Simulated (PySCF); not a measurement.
thienothiophene (C6H4S2), singlet, at a GFN2-xTB geometry. Base run: PBE/STO-3G run with PySCF.

The PySCF input:
```python
from pyscf import gto, scf, dft

mol = gto.Mole()
mol.atom = '''
    C     2.22003131   -0.07797162    0.44942758
    C     1.63481759    0.09787413   -0.76183178
    C     0.22889463    0.09082685   -0.64938130
    S    -1.09106418    0.25587010   -1.75177317
    C    -2.22003131    0.07797162   -0.44942758
    C    -1.63481759   -0.09787413    0.76183178
    C    -0.22889463   -0.09082685    0.64938130
    S     1.09106418   -0.25587010    1.75177317
    H     3.26754805   -0.11651960    0.67385468
    H     2.17150947    0.22543816   -1.68349378
    H    -3.26754805    0.11651960   -0.67385468
    H    -2.17150947   -0.22543816    1.68349378
'''
mol.basis = 'sto-3g'
mol.verbose = 4
mol.build()

mf = dft.RKS(mol)
mf.xc = 'pbe'
mf.kernel()
```

Each row names what was changed in the base input (with any setting that the change needs).

```tsv
change	E (Eh)	HOMO (eV)	HOMO-LUMO gap (eV)	core-seconds (rough)
base	-1015.16161	-2.72	4.34	5
functional = pbe; dispersion = d3zero	-1015.16588	-2.72	4.34	5
functional = r2scan	[?]	[?]	[?]	9
functional = b97-1	-1015.69099	-3.52	5.93	5
functional = revpbe	-1015.62521	-2.70	4.35	5
functional = lda,vwn	-1010.92382	-2.71	4.32	3
functional = x3lyp	[?]	[?]	[?]	7
functional = camb3lyp	[?]	[?]	[?]	10
functional = pbe0	[?]	-3.81	6.27	6
functional = wb97x	-1015.77759	-6.04	10.55	20
functional = m062x	-1015.83569	-4.85	8.27	8
functional = pbe0; dispersion = d3zero	-1015.31581	-3.81	6.27	7
functional = m06	-1015.48493	-3.90	6.21	10
```

**Question.** What belongs in the gaps?

**Answer.** 
- functional = r2scan, E (Eh): -1015.67545
- functional = r2scan, HOMO (eV): -2.91
- functional = r2scan, HOMO-LUMO gap (eV): 4.63
- functional = x3lyp, E (Eh): -1015.58514
- functional = x3lyp, HOMO (eV): -3.60
- functional = x3lyp, HOMO-LUMO gap (eV): 5.97
- functional = camb3lyp, E (Eh): -1015.62136
- functional = camb3lyp, HOMO (eV): -5.02
- functional = camb3lyp, HOMO-LUMO gap (eV): 8.58
- functional = pbe0, E (Eh): -1015.31134

Absolute energies of different levels of theory aren't comparable as measures of quality.
